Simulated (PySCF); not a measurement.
Geometry:
| atom | x (Å) | y (Å) | z (Å) |
| --- | --- | --- | --- |
| Al1 | 0.082 | -0.109 | -1.017 |
| S2 | 0.251 | -0.402 | 1.437 |
| H3 | 0.573 | 0.890 | 1.677 |
| H4 | -1.065 | -0.191 | 1.669 |
| F5 | 1.696 | -0.140 | -1.397 |
| F6 | -0.670 | 1.375 | -0.993 |
| F7 | -0.866 | -1.423 | -1.376 |

Isolated molecule, fast rotation and ring inversion assumed for equivalent nuclei, no relativistic terms, one conformer. Coordinates at the PBE0-D3(BJ)/def2-SVP level; σ from GIAO-B3LYP/pcSseg-1 (pcSseg-2 on Al); PySCF 2.14.

Chemical shifts δ = σref − σ; TMS for 1H; 27Al vs [Al(H2O)6]3+; 33S against CS2; 19F against CFCl3, all at this level.

```
   atoms  nucleus  count  δ (ppm)
     Al1     27Al      1     68.7
      S2      33S      1        ?
F5/F6/F7      19F      3   -177.7
   H3/H4       1H      2        ?
```

Question: Estimate the values marked ?.

Answer: 
- H3/H4: 2.59 ppm, hydrogen on a sulfur bonded to Al
- S2: -173 ppm, sulfur bonded to Al, 2 H

OH/NH shifts are gas-phase values; hydrogen bonding in solution moves them, usually downfield. Unscaled 19F shifts against computed CFCl3 carry errors that often reach 10 to 50 ppm.
